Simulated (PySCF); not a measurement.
Species: C7H2O2.
Structure used (PBE0-D3(BJ)/def2-SVP), in Å, numbered top down from 1:
```
atom  x, y, z in Å
C1     2.4258   -3.9712    1.2225
C2     1.8150   -2.9675    0.8997
C3     1.1318   -1.8462    0.5372
C4     0.5158   -0.8376    0.2084
C5    -0.1679    0.2780   -0.1585
C6    -0.7902    1.2755   -0.4900
C7    -1.4675    2.4662   -0.9598
O8    -1.1551    3.0625   -1.9564
O9    -2.4752    2.8181   -0.1594
H10    2.9646   -4.8568    1.5074
H11   -2.8686    3.6162   -0.5469
```

Computed with PySCF at CAM-B3LYP/def2-SVPD, non-relativistic, on one gas-phase PBE0-D3(BJ)/def2-SVP geometry that isn't relaxed in the solvent. The solvent is an IEF-PCM continuum (van der Waals radii × 1.2), and excitations are vertical TDDFT with non-equilibrium linear response and a frozen core. Only the electrostatic response of the medium enters.

Gas-phase singlets (H = HOMO, L = LUMO):

| state | E (eV) | λ (nm) | f | leading configurations |
| --- | --- | --- | --- | --- |
| S1 | 3.328 | 373 | 0.000 | H→L 94% |
| S2 | 3.730 | 332 | 0.023 | H-1→L 55%, H→L+1 41% |
| S3 | 3.949 | 314 | 0.000 | H-1→L+1 96% |
| S4 | 4.976 | 249 | 0.000 | H-2→L 71%, H→L+2 15% |
| S5 | 5.591 | 222 | 0.000 | H-4→L 64%, H→L+2 13% |

Q: Give the list for benzene (ε = 2.271), n² = 2.25.

A: 
```json
{"state": "S1", "E (eV)": "3.330", "λ (nm)": "372", "f": "0.000", "leading configurations": "H→L 94%", "change by rank (eV)": "+0.002"}
{"state": "S2", "E (eV)": "3.719", "λ (nm)": "333", "f": "0.040", "leading configurations": "H-1→L 57%, H→L+1 38%", "change by rank (eV)": "-0.011"}
{"state": "S3", "E (eV)": "3.950", "λ (nm)": "314", "f": "0.000", "leading configurations": "H-1→L+1 96%", "change by rank (eV)": "+0.001"}
{"state": "S4", "E (eV)": "5.019", "λ (nm)": "247", "f": "0.000", "leading configurations": "H-2→L 71%, H→L+2 16%", "change by rank (eV)": "+0.043"}
{"state": "S5", "E (eV)": "5.610", "λ (nm)": "221", "f": "0.001", "leading configurations": "H-4→L 64%, H→L+2 12%", "change by rank (eV)": "+0.019"}
```

Q: What are the lowest 5 singlets in dimethylsulfoxide (ε = 46.83)?

A: 
| state | E (eV) | λ (nm) | f | leading configurations | change by rank (eV) |
| --- | --- | --- | --- | --- | --- |
| S1 | 3.342 | 371 | 0.000 | H→L 94% | +0.014 |
| S2 | 3.726 | 333 | 0.041 | H-1→L 57%, H→L+1 38% | -0.004 |
| S3 | 3.955 | 314 | 0.000 | H-1→L+1 96% | +0.006 |
| S4 | 5.069 | 245 | 0.000 | H-2→L 71%, H→L+2 17% | +0.093 |
| S5 | 5.641 | 220 | 0.288 | H-4→L 51%, H→L+2 9% | +0.050 |

Q: How do the frontier levels move from gas to dimethylsulfoxide?

A: 
```tsv
orbital	gas (eV)	solvent (eV)	change (eV)
LUMO+2	0.86	0.89	+0.03
LUMO+1	-1.09	-1.06	+0.03
LUMO	-1.74	-1.73	+0.01
HOMO	-8.72	-8.72	0.00
HOMO-1	-8.84	-8.82	+0.02
HOMO-2	-10.49	-10.60	-0.11
HOMO-3	-11.07	-11.08	-0.01
```

The HOMO–LUMO gap goes from 6.99 to 6.99 eV.
